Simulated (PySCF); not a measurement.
C4H14OSi2, SMILES C[SiH](C)O[SiH](C)C.

Coordinates come from a B3LYP-D3(BJ)/def2-SVP optimisation. Other conformers were not sampled.

The numbers are results of TDA-ωB97X/def2-SVP in PySCF, not measurements.

Vertical excitations. Isolated molecule, no solvent. State labels are in the subgroup C2v.

Computed lowest excited states:
```csv
state,symmetry,energy (eV),λ (nm),f,main pairs
S1,B1,8.51,146,0.026,"HOMO→LUMO+1 69 %, HOMO→LUMO 21 %"
S2,A1,8.64,144,0.000,HOMO−1→LUMO+1 83 %
S3,B1,8.87,140,0.104,"HOMO→LUMO 67 %, HOMO→LUMO+1 19 %"
S4,A1,9.28,134,0.054,HOMO−1→LUMO 80 %
S5,A2,9.35,133,0.000,"HOMO→LUMO+3 33 %, HOMO−2→LUMO+1 30 %, HOMO−2→LUMO 22 %, HOMO→LUMO+6 8 %"
S6,B2,9.42,132,0.013,"HOMO−3→LUMO+1 51 %, HOMO−1→LUMO+3 23 %, HOMO−1→LUMO+6 14 %"
S7,A2,9.48,131,0.000,"HOMO−2→LUMO 44 %, HOMO−2→LUMO+1 27 %, HOMO→LUMO+6 12 %"
S8,B2,9.68,128,0.114,"HOMO→LUMO+4 44 %, HOMO−3→LUMO 22 %, HOMO−2→LUMO+2 18 %"
S9,A2,9.82,126,0.000,"HOMO−1→LUMO+4 63 %, HOMO−3→LUMO+2 11 %"
S10,B1,9.82,126,0.067,"HOMO−1→LUMO+2 57 %, HOMO−3→LUMO+4 15 %"
T1,B1,8.13,152,0,"HOMO→LUMO+1 75 %, HOMO→LUMO 13 %"
T2,A1,8.23,151,0,HOMO−1→LUMO+1 82 %
T3,B1,8.59,144,0,"HOMO→LUMO 66 %, HOMO→LUMO+1 11 %, HOMO−2→LUMO+3 11 %"
T4,A1,8.86,140,0,"HOMO−1→LUMO 58 %, HOMO→LUMO+2 20 %"
```
Triplets are in the Tamm–Dancoff approximation.
